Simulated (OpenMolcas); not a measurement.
Multiplet structure of Ta II

| Property | Result |
| --- | --- |
| Program | OpenMolcas |
| Method | MS-RASPT2, IPEA 0.25 Eh, imaginary shift 0.1 Eh (closed shells correlated: 5s 5p) |
| Basis | ANO-RCC-VTZP [8s7p5d3f2g1h] |
| Scalar Hamiltonian | DKH2, point nucleus |
| Active space | 4 electrons in 9 orbitals (RAS2 5d 6s; RAS3 6p, at most 2 electrons) |
| State averaging | 2S+1 = 5 even, 15 roots; 2S+1 = 3 even, 90 roots kept (CI in the orbitals of an earlier block); 2S+1 = 1 even, 85 roots kept (CI in the orbitals of an earlier block, 77 in the spin-orbit step); 2S+1 = 5 odd, 59 roots (21 in the spin-orbit step); 2S+1 = 3 odd, 86 roots kept (CI in the orbitals of an earlier block, 12 in the spin-orbit step); 2S+1 = 1 odd, 57 roots kept (CI in the orbitals of an earlier block, 1 in the spin-orbit step) |
| Spin-orbit coupling | state interaction with AMFI integrals over the reference wave functions, term energies averaged over their components |

Spin-free terms above the lowest, with the occupations of the reference:

| Configuration | Term | E (cm⁻¹) | Occupations |
| --- | --- | --- | --- |
| 5d³ 6s | ⁵F | 0.0 | 5d 3.00 6s 1.00 |
| 5d³ 6s | ³P(1) | 2500 | 5d 2.74 6s 1.23 6p 0.02 |
| 5d² 6s² | ³F | 3670 | 5d 2.19 6s 1.74 6p 0.07 |
| 5d³ 6s | ¹D(1) | 5900 | 5d 2.53 6s 1.42 6p 0.05 |
| 5d³ 6s | ⁵P | 7880 | 5d 2.99 6s 1.00 6p 0.01 |
| 5d³ 6s | ¹G(1) | 10120 | 5d 2.61 6s 1.35 6p 0.05 |
| 5d³ 6s | ³G | 10600 | 5d 3.06 6s 0.92 6p 0.02 |
| 5d³ 6s | ³F(1) | 10810 | 5d 3.06 6s 0.89 6p 0.05 |
| 5d⁴ | ⁵D | 12430 | 5d 3.99 6p 0.01 |
| 5d³ 6s | ³D | 13400 | 5d 3.07 6s 0.91 6p 0.03 |
| 5d³ 6s | ³P(2) | 13820 | 5d 3.24 6s 0.72 6p 0.04 |
| 5d³ 6s | ³H | 14040 | 5d 3.08 6s 0.91 6p 0.01 |
| 5d³ 6s | ¹P | 19800 | 5d 2.96 6s 0.98 6p 0.06 |
| 5d³ 6s | ³F(2) | 20990 | 5d 3.19 6s 0.76 6p 0.05 |
| 5d³ 6s | ¹D(2) | 20990 | 5d 2.80 6s 1.12 6p 0.08 |
| 5d³ 6s | ¹G(2) | 21030 | 5d 2.82 6s 1.12 6p 0.05 |

With spin-orbit coupling, above the lowest level:

```json
{"Configuration": "5d³ 6s", "Term": "⁵F", "J": "1", "E (cm⁻¹)": "0.0", "Measured (cm⁻¹)": "0.0", "Term weight %": "94", "Second": "5 ³D"}
{"Configuration": "5d³ 6s", "Term": "⁵F", "J": "2", "E (cm⁻¹)": "1081", "Measured (cm⁻¹)": "1031", "Term weight %": "93", "Second": "4 ³D"}
{"Configuration": "5d³ 6s", "Term": "⁵F", "J": "3", "E (cm⁻¹)": "2750", "Measured (cm⁻¹)": "2642", "Term weight %": "97", "Second": ""}
{"Configuration": "5d³ 6s", "Term": "³P(1)", "J": "0", "E (cm⁻¹)": "3670", "Measured (cm⁻¹)": "", "Term weight %": "91", "Second": "4 5d⁴ ⁵D"}
{"Configuration": "5d² 6s²", "Term": "³F", "J": "2", "E (cm⁻¹)": "3990", "Measured (cm⁻¹)": "3180", "Term weight %": "73", "Second": "14 5d³ 6s ¹D(1)"}
{"Configuration": "5d³ 6s", "Term": "⁵F", "J": "4", "E (cm⁻¹)": "4580", "Measured (cm⁻¹)": "4416", "Term weight %": "96", "Second": "3 ³G"}
{"Configuration": "5d³ 6s", "Term": "³P(1)", "J": "1", "E (cm⁻¹)": "4960", "Measured (cm⁻¹)": "", "Term weight %": "88", "Second": "7 ⁵P"}
{"Configuration": "5d³ 6s", "Term": "³P(1)", "J": "2", "E (cm⁻¹)": "5590", "Measured (cm⁻¹)": "", "Term weight %": "54", "Second": "20 5d² 6s² ³F"}
{"Configuration": "5d³ 6s", "Term": "⁵F", "J": "5", "E (cm⁻¹)": "6440", "Measured (cm⁻¹)": "6187", "Term weight %": "91", "Second": "8 ³G"}
{"Configuration": "5d² 6s²", "Term": "³F", "J": "3", "E (cm⁻¹)": "7310", "Measured (cm⁻¹)": "6831", "Term weight %": "98", "Second": ""}
{"Configuration": "5d³ 6s", "Term": "¹D(1)", "J": "2", "E (cm⁻¹)": "9940", "Measured (cm⁻¹)": "", "Term weight %": "39", "Second": "32 ³F(1)"}
{"Configuration": "5d² 6s²", "Term": "³F", "J": "4", "E (cm⁻¹)": "10010", "Measured (cm⁻¹)": "9746", "Term weight %": "89", "Second": "5 5d³ 6s ¹G(1)"}
{"Configuration": "5d³ 6s", "Term": "⁵P", "J": "1", "E (cm⁻¹)": "11190", "Measured (cm⁻¹)": "", "Term weight %": "86", "Second": "5 ³P(1)"}
{"Configuration": "5d³ 6s", "Term": "⁵P", "J": "2", "E (cm⁻¹)": "12600", "Measured (cm⁻¹)": "", "Term weight %": "58", "Second": "20 ³F(1)"}
{"Configuration": "5d³ 6s", "Term": "³G", "J": "3", "E (cm⁻¹)": "12600", "Measured (cm⁻¹)": "", "Term weight %": "50", "Second": "33 ³F(1)"}
{"Configuration": "5d⁴", "Term": "⁵D", "J": "0", "E (cm⁻¹)": "12890", "Measured (cm⁻¹)": "", "Term weight %": "73", "Second": "15 5d³ 6s ³P(2)"}
{"Configuration": "5d³ 6s", "Term": "⁵P", "J": "3", "E (cm⁻¹)": "13070", "Measured (cm⁻¹)": "", "Term weight %": "84", "Second": "11 ³G"}
{"Configuration": "5d³ 6s", "Term": "¹G(1)", "J": "4", "E (cm⁻¹)": "13450", "Measured (cm⁻¹)": "", "Term weight %": "43", "Second": "18 ³H"}
{"Configuration": "5d⁴", "Term": "⁵D", "J": "1", "E (cm⁻¹)": "13780", "Measured (cm⁻¹)": "", "Term weight %": "77", "Second": "10 5d³ 6s ³P(2)"}
{"Configuration": "5d³ 6s", "Term": "³G", "J": "4", "E (cm⁻¹)": "13980", "Measured (cm⁻¹)": "", "Term weight %": "60", "Second": "33 ¹G(1)"}
{"Configuration": "5d³ 6s", "Term": "³F(1)", "J": "2", "E (cm⁻¹)": "14090", "Measured (cm⁻¹)": "", "Term weight %": "36", "Second": "34 ¹D(1)"}
{"Configuration": "5d⁴", "Term": "⁵D", "J": "2", "E (cm⁻¹)": "14980", "Measured (cm⁻¹)": "", "Term weight %": "81", "Second": "7 5d³ 6s ³D"}
{"Configuration": "5d³ 6s", "Term": "³G", "J": "5", "E (cm⁻¹)": "15360", "Measured (cm⁻¹)": "", "Term weight %": "60", "Second": "28 ³H"}
{"Configuration": "5d³ 6s", "Term": "³F(1)", "J": "3", "E (cm⁻¹)": "15370", "Measured (cm⁻¹)": "", "Term weight %": "53", "Second": "35 ³G"}
{"Configuration": "5d³ 6s", "Term": "³D", "J": "1", "E (cm⁻¹)": "15600", "Measured (cm⁻¹)": "", "Term weight %": "52", "Second": "24 ³P(2)"}
{"Configuration": "5d⁴", "Term": "⁵D", "J": "3", "E (cm⁻¹)": "16370", "Measured (cm⁻¹)": "", "Term weight %": "79", "Second": "11 5d³ 6s ³D"}
{"Configuration": "5d³ 6s", "Term": "³F(1)", "J": "4", "E (cm⁻¹)": "16610", "Measured (cm⁻¹)": "", "Term weight %": "39", "Second": "30 5d⁴ ⁵D"}
{"Configuration": "5d³ 6s", "Term": "³P(2)", "J": "0", "E (cm⁻¹)": "17420", "Measured (cm⁻¹)": "", "Term weight %": "79", "Second": "19 5d⁴ ⁵D"}
{"Configuration": "5d³ 6s", "Term": "³D", "J": "2", "E (cm⁻¹)": "18140", "Measured (cm⁻¹)": "", "Term weight %": "68", "Second": "16 ³P(2)"}
{"Configuration": "5d³ 6s", "Term": "³P(2)", "J": "1", "E (cm⁻¹)": "18260", "Measured (cm⁻¹)": "", "Term weight %": "55", "Second": "30 ³D"}
{"Configuration": "5d³ 6s", "Term": "³H", "J": "4", "E (cm⁻¹)": "18310", "Measured (cm⁻¹)": "", "Term weight %": "42", "Second": "40 5d⁴ ⁵D"}
{"Configuration": "5d³ 6s", "Term": "³H", "J": "5", "E (cm⁻¹)": "19470", "Measured (cm⁻¹)": "", "Term weight %": "70", "Second": "27 ³G"}
{"Configuration": "5d³ 6s", "Term": "³H", "J": "6", "E (cm⁻¹)": "19480", "Measured (cm⁻¹)": "", "Term weight %": "100", "Second": ""}
{"Configuration": "5d³ 6s", "Term": "³P(2)", "J": "2", "E (cm⁻¹)": "19510", "Measured (cm⁻¹)": "", "Term weight %": "75", "Second": "10 ³D"}
{"Configuration": "5d³ 6s", "Term": "³F(1)", "J": "4", "E (cm⁻¹)": "19570", "Measured (cm⁻¹)": "", "Term weight %": "36", "Second": "20 5d⁴ ⁵D"}
{"Configuration": "5d³ 6s", "Term": "³D", "J": "3", "E (cm⁻¹)": "19700", "Measured (cm⁻¹)": "", "Term weight %": "80", "Second": "8 5d⁴ ⁵D"}
{"Configuration": "5d³ 6s", "Term": "³F(2)", "J": "2", "E (cm⁻¹)": "24430", "Measured (cm⁻¹)": "", "Term weight %": "62", "Second": "24 ¹D(2)"}
{"Configuration": "5d³ 6s", "Term": "¹G(2)", "J": "4", "E (cm⁻¹)": "24510", "Measured (cm⁻¹)": "", "Term weight %": "33", "Second": "25 ³F(2)"}
{"Configuration": "5d³ 6s", "Term": "¹D(2)", "J": "2", "E (cm⁻¹)": "24660", "Measured (cm⁻¹)": "", "Term weight %": "51", "Second": "28 ³F(2)"}
{"Configuration": "5d³ 6s", "Term": "¹P", "J": "1", "E (cm⁻¹)": "24820", "Measured (cm⁻¹)": "", "Term weight %": "61", "Second": "26 5d² 6s² ³P"}
```

Against the 7 measured excited levels shown (NIST Handbook of Basic Atomic Spectroscopic Data) the mean absolute deviation is 300 cm-1; the largest miss in energy is 5d² 6s² ³F₂ [73 %]: computed 3990, measured 3180 cm⁻¹ (+25.5 %).

Spin-orbit coupling puts the lowest level 4559 cm⁻¹ below the lowest spin-free term.

For ⁵F the intervals divided by the larger J are 540.5, 554.9, 459.6, 370.6 cm-1. Landé's interval rule makes them equal in pure LS coupling; they differ by 38 % of their mean. The multiplet is regular.

CASPT2 does not keep the components of a term degenerate, so their means are used; among the terms shown or strongly mixed into the levels shown the widest spread is 660 cm-1 (5d³ 6s ⁵F). Blocks of more than 70 roots (2S+1 = 3 even, 1 even) ran without multistate coupling. Some high roots are left out of the spin-orbit mixing, which shifts the levels that they would mix with. Terms from blocks run as CI alone lack orbitals of their own. Configurations are named by rounded mean occupations; where the s occupation lies near a half they are strongly mixed, a name can repeat and a true partner stay unpaired. A single d shell beside an s shell can misplace configurations of different d count against each other. The CASPT2 spread within a term exceeds the gap to the next term for 5d³ 6s ³G and 5d³ 6s ³F(1), 5d³ 6s ¹D(2) and 5d³ 6s ¹G(2), so the order of their levels is uncertain, and so are names and mixing where such terms share a J. Computed and measured levels are paired by configuration, term and J; levels that our copy of the source lacks, or whose pairing is in doubt (as where it misses far off the trend of its configuration), stay unpaired and out of the deviations. Levels of configurations outside the active space are missing. The first state left out of the spin-orbit step lies near 36000 cm-1 above the lowest spin-free state of the reference (among the parities and spins computed), and the list stops at four fifths of that energy or lower. The table shows the lowest 40 of 51 levels.

The term weight is that of the spin-free term in the level, not the purity of its configuration. A share in square brackets marks a mixed level and gives the weight of the term that names it. A number in round brackets counts repeated terms of one configuration in the order of the reference energies.
